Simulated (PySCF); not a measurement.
## Electron correlation in Co²⁺ (cobalt, charge +2)

[Ar] 3d7, high-spin 4F determinant. Computed with PySCF 2.14 in def2-TZVPPD (6s6p4d2f1g, 67 functions), with no relativity, point nucleus. Frozen: [Ne]; 15 electrons correlated.

```tsv
level	correlation energy (mhartree)
CCSD	-489.83
(T)	-7.90
CCSD(T)	-497.73
```

Diagnostics: T1 = 0.0072, D1 = 0.0144, largest double amplitude 0.019.

Question: Is a single reference adequate?

Answer: Yes: T1 lies below 0.03 and no double amplitude reaches 0.07.

This basis was not built for core-valence correlation, so the inner-shell part is incomplete.
